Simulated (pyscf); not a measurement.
## Hydrogen abstraction: AsH₃ + AsH₂• → AsH₂• + AsH₃

Gas phase, doublet surface, charge 0. Bonds broken: As1–H2. Bonds formed: H2–As5. Single points on ωB97X-D3(BJ)/def2-SVP structures (PySCF, gas phase).

Transition state (Å):

```xyz
7

As     0.3578     1.3915    -0.3752
H      0.0540    -0.3117    -0.7072
H      1.0520     1.0042     0.9223
H     -0.9914     1.5076     0.3175
As    -0.5411    -1.9681    -0.6302
H     -0.7539    -1.8328     0.8698
H     -1.9460    -1.4665    -0.9301
```

One imaginary mode, 1145i cm⁻¹; descent along it reached the two sides named.

```tsv
bond	change	reactant side (Å)	saddle	product side
As1–H2	breaks	1.519	1.762	3.4
H2–As5	forms	3.4	1.762	1.519
```

Electronic energies relative to the separated reactants (kJ/mol):

| level | barrier | reaction energy | reverse barrier |
|---|---|---|---|
| ωB97X-D3(BJ)/def2-TZVP | 15.2 | 0.0 | 15.2 |
| PBE/def2-TZVP | -5.5 | 0.0 | -5.5 |
| r²SCAN/def2-TZVP | 1.9 | 0.0 | 1.9 |
| B3LYP-D3(BJ)/def2-TZVP | 3.5 | 0.0 | 3.5 |
| PBE0-D3(BJ)/def2-TZVP | 2.1 | 0.0 | 2.1 |
| M06-2X/def2-TZVP | 21.4 | 0.0 | 21.4 |
| ωB97M-D3(BJ)/def2-TZVP | 24.7 | 0.0 | 24.7 |
| HF/def2-TZVP | 75.0 | 0.0 | 75.0 |

With ωB97M-D3(BJ)/def2-TZVP energies and thermal terms (ideal gas, 1 atm, RRHO with modes under 100 cm⁻¹ raised to 100, one conformer, R ln 2 for chiral ones without a mode under 150 cm⁻¹), in kJ/mol:

```json
[
 {"T (K)": "298", "ΔH‡": "19.4", "ΔG‡": "56.0", "ΔH": "0.0", "ΔG": "0.0"},
 {"T (K)": "600", "ΔH‡": "22.7", "ΔG‡": "91.8", "ΔH": "0.0", "ΔG": "0.0"},
 {"T (K)": "900", "ΔH‡": "26.5", "ΔG‡": "125.5", "ΔH": "0.0", "ΔG": "0.0"},
 {"T (K)": "1200", "ΔH‡": "30.0", "ΔG‡": "158.0", "ΔH": "0.0", "ΔG": "0.0"}
]
```

At PBE this geometry lies under the reactants; that is no barrier but a single point on another level's saddle; such a level's own saddle, if it has one, lies nearer that side and is low. At PBE this geometry lies under the product side: in single points on another level's saddle the reverse barrier vanishes, and the forward threshold there is about the reaction energy. This is the saddle that the search found; another between the same sides may lie lower. The angle at the transferred H is 164°. Elements up to Kr have no core potential and no relativistic terms here.
